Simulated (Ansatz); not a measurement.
`O[SiH]([SiH3])O[SiH3]` + `B1C[SiH2]1` → `[SiH3]O[SiH2][SiH3]` + `O[SiH]1BC1`  (redistribution)

Calculated with Ansatz (gas phase, PBE0-D4/def2-TZVP geometries, no zero-point term in ΔE). CCSD(T)/CBS adds triple-zeta CCSD(T) − MP2 to the extrapolated MP2 energy (def2 sets, frozen cores). Functionals use def2-TZVPP. Each species was taken in one conformer, which may not be the lowest.

`O[SiH]([SiH3])O[SiH3]`:

Z-matrix (Å, degrees):
```
Si
Si 1 2.352
O 1 1.635 2 109.0
O 1 1.642 2 111.0 3 -122.7
H 1 1.481 2 113.1 3 120.4
H 2 1.489 1 111.3 3 -52.7
H 2 1.491 1 110.0 3 67.2
H 2 1.488 1 110.4 3 -173.4
Si 3 1.634 1 148.3 2 -5.5
H 4 0.958 1 118.4 2 51.6
H 9 1.483 3 109.5 1 118.2
H 9 1.488 3 109.9 1 -1.9
H 9 1.484 3 109.2 1 -121.8
```

`B1C[SiH2]1`:

Cartesian coordinates in Å:
```
B 0.681 0.948 0.161
C -0.637 0.593 -0.426
Si 0.501 -0.943 0.265
H 1.027 1.850 0.851
H -0.760 -0.002 -1.335
H -1.561 1.109 -0.174
H 0.484 -1.881 -0.880
H 0.266 -1.674 1.539
```

`[SiH3]O[SiH2][SiH3]`:

```xyz
12

Si    1.635    0.869    1.154
O     0.231    0.057    1.354
Si   -1.044   -0.650    0.602
Si   -0.921   -0.411   -1.729
H     1.879    1.108   -0.295
H     1.553    2.172    1.861
H     2.752    0.070    1.715
H    -2.298   -0.029    1.108
H    -1.069   -2.094    0.960
H     0.309   -1.051   -2.268
H    -0.918    1.026   -2.119
H    -2.108   -1.068   -2.343
```

`O[SiH]1BC1`:

Z-matrix (Å, degrees):
```
Si
B 1 1.884
C 1 2.060 2 43.8
O 1 1.643 2 125.8 3 -74.9
H 1 1.490 2 126.6 3 100.6
H 2 1.187 1 138.2 3 -133.8
H 3 1.096 1 80.9 2 -138.1
H 3 1.089 1 145.8 2 109.0
H 4 0.959 1 116.7 2 155.1
```

(1) Is it downhill or uphill in electronic energy at CCSD(T)/CBS, and by how much? (Estimate.)

(2) What do these levels give: BLYP-D4, ωB97X-V, ωB97M-V, CAM-B3LYP, CCSD/def2-TZVPP, HF/def2-QZVPP? (Best estimate.)

Largest T1 diagnostic among the species: 0.014.

## Answers

(1) The calculation gave: Uphill: ΔE = +24.9 kJ/mol.

(2) Computed: BLYP-D4 23.8, ωB97X-V 24.6, ωB97M-V 23.8, CAM-B3LYP 23.9, CCSD/def2-TZVPP 25.2, HF/def2-QZVPP 26.4 kJ/mol.

Leaving LDA and LC-ωPBE aside and taking each functional with its dispersion term where it has one, the values, not all of them listed here, spread over 2.1 kJ/mol, from PBE-D4 to BHLYP-D4.
